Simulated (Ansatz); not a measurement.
Relaxation of Cl$_{2}$GaH$_{3}$O (7 atoms, charge 0, multiplicity 1), to a largest force component of 0.03 eV/Å in at most 50 steps.

Level of theory: Ansatz 0.2.0, RKS PBE/def2-SVP.

```xyz
7
Properties=species:S:1:pos:R:3
Ga 0.104 0.292 -0.123
H 0.070 0.145 1.440
Cl 1.903 0.735 -1.215
Cl -1.734 0.232 -1.253
O 0.122 -2.477 0.962
H -0.799 -2.757 0.794
H 0.007 -1.717 1.593
```

Question: Where does it end, and by what steps?

Answer: The run converged. After 10 steps the energy has fallen by 0.642 eV; H6 moved furthest, 0.80 Å. Joined: Ga1–O5 (2.97 → 2.15 Å).

```json
{"step": "0", "energy less start (eV)": "0.0000", "largest force component (eV/Å)": "0.819", "accepted": "yes"}
{"step": "1", "energy less start (eV)": "-0.0871", "largest force component (eV/Å)": "1.574", "accepted": "yes"}
{"step": "2", "energy less start (eV)": "-0.2558", "largest force component (eV/Å)": "2.360", "accepted": "yes"}
{"step": "3", "energy less start (eV)": "-0.4635", "largest force component (eV/Å)": "1.025", "accepted": "yes"}
{"step": "4", "energy less start (eV)": "-0.5609", "largest force component (eV/Å)": "0.317", "accepted": "yes"}
{"step": "5", "energy less start (eV)": "-0.6073", "largest force component (eV/Å)": "0.369", "accepted": "yes"}
{"step": "6", "energy less start (eV)": "-0.6318", "largest force component (eV/Å)": "0.503", "accepted": "yes"}
{"step": "7", "energy less start (eV)": "-0.6410", "largest force component (eV/Å)": "0.086", "accepted": "yes"}
{"step": "8", "energy less start (eV)": "-0.6420", "largest force component (eV/Å)": "0.046", "accepted": "yes"}
{"step": "9", "energy less start (eV)": "-0.6423", "largest force component (eV/Å)": "0.039", "accepted": "yes"}
{"step": "10", "energy less start (eV)": "-0.6423", "largest force component (eV/Å)": "0.018", "accepted": "yes"}
```

```xyz
7
Properties=species:S:1:pos:R:3
Ga 0.119 0.088 0.162
H 0.045 0.805 1.552
Cl 1.857 0.258 -1.126
Cl -1.763 -0.329 -0.932
O 0.147 -1.991 0.697
H -0.673 -2.235 0.205
H -0.059 -2.144 1.641
```

The run took 31 s on 2 threads of Arm Neoverse N1, with other jobs on the host, peak memory 0.14 GiB.
